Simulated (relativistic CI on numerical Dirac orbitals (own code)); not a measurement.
# How well does a small relativistic CI reproduce Co III?

Method of calculation: Dirac-Coulomb-Breit CI, orbitals from a KLI potential per configuration, QED by a radiative potential, valence Slater integrals scaled by 0.85, P86 correlation estimate, and configurations built on the next ion tied to the tabulated ionisation energy (semi-empirical) (own radial code, finite nucleus).

Configurations in the expansion (outside the closed core [Ne] 3s2): 3p6.3d7, 3p6.3d6.4s, 3p6.3d6.4p, 3p6.3d6.4d, 3p6.3d6.5s, 3p6.3d6.4f, 3p6.3d5.4s2, 3p6.3d6.5p, 3p6.3d5.4s.4p, 3p6.3d6.5d, 3p6.3d6.5f, 3p6.3d6.5g, 3p6.3d5.4p2, 3p6.3d5.4s.5s, 3p5.3d8. Levels of other configurations are missing.

| Configuration | Term (tabulated) | J | Measured (cm⁻¹) | Computed | Error | Purity (%) |
| --- | --- | --- | --- | --- | --- | --- |
| 3p6.3d7 | a 4F | 9/2 | 0.0 | 0 | 0 | 99 |
| 3p6.3d7 | a 4F | 7/2 | 841.2 | 798 | -43 | 100 |
| 3p6.3d7 | a 4F | 5/2 | 1451.3 | 1380 | -72 | 100 |
| 3p6.3d7 | a 4F | 3/2 | 1866.8 | 1778 | -89 | 99 |
| 3p6.3d7 | a 4P | 5/2 | 15201.9 | 15855 | 653 | 99 |
| 3p6.3d7 | a 4P | 3/2 | 15428.2 | 16116 | 687 | 97 |
| 3p6.3d7 | a 4P | 1/2 | 15811.4 | 16448 | 636 | 98 |
| 3p6.3d7 | a 2G | 9/2 | 16977.6 | 16675 | -302 | 98 |
| 3p6.3d7 | a 2G | 7/2 | 17766.2 | 17429 | -337 | 100 |
| 3p6.3d7 | a 2P | 3/2 | 20194.9 | 21890 | 1695 | 84 |
| 3p6.3d7 | a 2H | 11/2 | 22720.3 | 21854 | -866 | 100 |
| 3p6.3d7 | a 2D2 | 5/2 | 23058.8 | 23770 | 711 | 99 |
| 3p6.3d7 | a 2H | 9/2 | 23434.3 | 22536 | -898 | 98 |
| 3p6.3d7 | a 2D2 | 3/2 | 24236.8 | 24974 | 738 | 86 |
| 3p6.3d7 | a 2F | 5/2 | 37021.0 | 37507 | 486 | 99 |
| 3p6.3d7 | a 2F | 7/2 | 37316.5 | 37783 | 466 | 99 |
| 3p6.3d6.4s | a 6D | 9/2 | 46438.3 | 51728 | 5290 | 100 |
| 3p6.3d6.4s | a 6D | 7/2 | 47003.1 | 52279 | 5276 | 100 |
| 3p6.3d6.4s | a 6D | 5/2 | 47415.4 | 52682 | 5267 | 100 |
| 3p6.3d6.4s | a 6D | 3/2 | 47698.6 | 52961 | 5262 | 100 |
| 3p6.3d6.4s | a 6D | 1/2 | 47864.8 | 53124 | 5259 | 100 |
| 3p6.3d6.4s | a 4D | 7/2 | 55729.2 | 61396 | 5667 | 99 |
| 3p6.3d6.4s | a 4D | 5/2 | 56373.8 | 62029 | 5655 | 99 |
| 3p6.3d6.4s | a 4D | 3/2 | 56794.8 | 62445 | 5650 | 99 |
| 3p6.3d6.4s | a 4D | 1/2 | 57036.8 | 62684 | 5647 | 99 |
| 3p6.3d6.4s | b 4P | 5/2 | 70934.1 | 77150 | 6216 | 99 |
| 3p6.3d6.4s | a 4H | 13/2 | 71623.1 | 75062 | 3438 | 100 |
| 3p6.3d6.4s | a 4H | 11/2 | 71873.7 | 75315 | 3441 | 99 |
| 3p6.3d6.4s | a 4H | 9/2 | 72083.3 | 75529 | 3446 | 98 |
| 3p6.3d6.4s | a 4H | 7/2 | 72270.5 | 75708 | 3437 | 98 |
| 3p6.3d6.4s | b 4P | 3/2 | 72341.9 | 78524 | 6182 | 97 |
| 3p6.3d6.4s | b 4P | 1/2 | 73214.5 | 79360 | 6145 | 99 |
| 3p6.3d6.4s | b 4F | 9/2 | 73286.0 | 78258 | 4972 | 94 |
| 3p6.3d6.4s | b 4F | 7/2 | 73540.2 | 78513 | 4973 | 94 |
| 3p6.3d6.4s | b 4F | 5/2 | 73726.6 | 78719 | 4992 | 97 |
| 3p6.3d6.4s | b 4F | 3/2 | 73861.8 | 78874 | 5012 | 100 |
| 3p6.3d6.4s | a 4G | 11/2 | 76518.9 | 80448 | 3930 | 59 |
| 3p6.3d6.4s | b 2P | 3/2 | 76791.1 | 83258 | 6467 | 97 |
| 3p6.3d6.4s | a 4G | 9/2 | 77121.1 | 81097 | 3976 | 57 |
| 3p6.3d6.4s | a 4G | 7/2 | 77383.1 | 81444 | 4061 | 93 |
| 3p6.3d6.4s | b 2H | 11/2 | 77411.6 | 81207 | 3796 | 59 |
| 3p6.3d6.4s | a 4G | 5/2 | 77472.3 | 81539 | 4066 | 95 |
| 3p6.3d6.4s | b 2H | 9/2 | 77622.9 | 81402 | 3779 | 60 |
| 3p6.3d6.4s | b 2P | 1/2 | 78434.3 | 84848 | 6414 | 97 |
| 3p6.3d6.4s | b 2F | 7/2 | 78927.8 | 84110 | 5182 | 91 |
| 3p6.3d6.4s | b 2F | 5/2 | 79425.3 | 84637 | 5212 | 97 |
| 3p6.3d6.4s | b 2G | 9/2 | 82363.3 | 86650 | 4286 | 98 |
| 3p6.3d6.4s | b 2G | 7/2 | 82920.7 | 87236 | 4316 | 95 |
| 3p6.3d6.4s | b 4D | 7/2 | 83938.9 | 88976 | 5037 | 99 |
| 3p6.3d6.4s | a 2I | 13/2 | 85474.1 | 87927 | 2453 | 99 |
| 3p6.3d6.4s | a 2I | 11/2 | 85517.3 | 87977 | 2460 | 99 |
| 3p6.3d6.4s | c 2G | 9/2 | 86283.8 | 89905 | 3621 | 98 |
| 3p6.3d6.4s | c 2G | 7/2 | 86327.1 | 89967 | 3640 | 97 |
| 3p6.3d6.4p | z 6D° | 9/2 | 98290.3 | 102179 | 3888 | 99 |
| 3p6.3d6.4p | z 6D° | 7/2 | 98545.6 | 102443 | 3897 | 97 |
| 3p6.3d6.4p | z 6D° | 5/2 | 98823.2 | 102722 | 3898 | 98 |
| 3p6.3d6.4p | z 6D° | 3/2 | 99043.5 | 102942 | 3899 | 99 |
| 3p6.3d6.4p | z 6D° | 1/2 | 99182.2 | 103081 | 3899 | 99 |
| 3p6.3d6.4p | z 6F° | 11/2 | 103245.0 | 106809 | 3564 | 100 |
| 3p6.3d6.4p | z 6F° | 9/2 | 103386.7 | 106991 | 3604 | 97 |
| 3p6.3d6.4p | z 6F° | 7/2 | 103501.7 | 107128 | 3627 | 97 |
| 3p6.3d6.4p | z 6F° | 1/2 | 103690.8 | 107342 | 3652 | 99 |

Measured levels from Sugar and Corliss, J. Phys. Chem. Ref. Data 10, 1097 (1981); pairs were made by configuration, J and term (by order where the table uses no LS term), so strongly mixed levels may be paired wrongly. Some J values or terms of the table were assigned by a fit.

Mean error by configuration (cm⁻¹): 3p6.3d7 231; 3p6.3d6.4s 4701; 3p6.3d6.4p 3770. Over the excited levels the mean absolute error is 3550 cm⁻¹ (61 of the 61 excited levels that our extract of the source holds in range could be paired), and the median relative error of those above 1,000 cm⁻¹ is 4.9 %.
